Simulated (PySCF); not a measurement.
**C4H9NSi2: core ionisation energies**

Species: C4H9NSi2.
Geometry (PBE0-D3(BJ)/def2-SVP, Å), atoms numbered from 1 in this order:
```
atom  x, y, z in Å
Si1    3.2370    0.0046    0.6646
Si2    1.6612   -0.1711   -1.0628
N3     0.0388    0.0515   -0.3723
C4    -1.0501   -0.7745   -0.5623
C5    -2.1206   -0.2676    0.1356
C6    -1.6748    0.9197    0.7829
C7    -0.3500    1.0859    0.4549
H8     2.9553   -1.0259    1.7084
H9     3.1592    1.3645    1.2809
H10    4.6153   -0.1994    0.1211
H11    1.9193    0.8506   -2.1231
H12    1.6565   -1.5276   -1.6816
H13   -0.9717   -1.6652   -1.1831
H14   -3.1171   -0.7033    0.1799
H15   -2.2612    1.5777    1.4217
H16    0.3511    1.8684    0.7423
```

Level of theory: delta-SCF UKS SCAN, pcX-2 on the ionised atom, pcseg-1 elsewhere, spin-free X2C (PySCF 2.14.0). These are vertical core ionisation energies against the vacuum level, from separate self-consistent calculations with and without the core hole.

Task: Give the core binding energies atom by atom.

Result: 
```
atom(s)                                                     bonded to     level  binding energy (eV)  2p1/2 (eV)  above the level's lowest (eV)  count
    Si1                                                    3 H and Si  Si 2p3/2               106.71      107.33                           0.00      1
    Si2                                                 N, 2 H and Si  Si 2p3/2               107.15      107.78                          +0.44      1
  C5/C6                            2 C (aromatic in the SMILES) and H      C 1s               289.68           –                           0.00      2
  C4/C7  N (aromatic in the SMILES), C (aromatic in the SMILES) and H      C 1s               290.47           –                          +0.79      2
     N3                           2 C (aromatic in the SMILES) and Si      N 1s               405.33           –                           0.00      1
    Si1                                                    3 H and Si     Si 1s              1846.40           –                           0.00      1
    Si2                                                 N, 2 H and Si     Si 1s              1846.95           –                          +0.55      1
```

The listed C 1s values span 0.79 eV, from C5/C6 (bonded to 2 C (aromatic in the SMILES) and H) to C4/C7 (bonded to N (aromatic in the SMILES), C (aromatic in the SMILES) and H).

Lowest listed Si 1s: Si1, bonded to 3 H and Si. Highest, 0.55 eV above it: Si2, bonded to N, 2 H and Si.

The listed Si 2p3/2 values span 0.44 eV, from Si1 (bonded to 3 H and Si) to Si2 (bonded to N, 2 H and Si). Summing the Pauling electronegativity differences to the bonded atoms, each weighted by its formal bond order, gives +0.90 for the lowest site and +1.74 for the highest.

Task: Which photon wavelength matches the C 1s of C5/C6 threshold?

Result: λ = hc/E = 12398.42 eV Å / 289.68 eV = 42.800 Å.

Topologically equivalent atoms share the value of their first member; where this conformer doesn't relate them by symmetry, their own values could differ. 2p3/2 and 2p1/2 are the ΔSCF energy of one spin-free 2p hole plus the eigenvalues of a spin–orbit and ligand-field matrix of the shell. 2p1/2 minus 2p3/2 (ligand field included): Si 0.62 eV. Isolated species at its PBE0-D3(BJ)/def2-SVP geometry (one conformer only).

On one thread, Arm Neoverse V2, no GPU (shared host), this took 86 s wall.
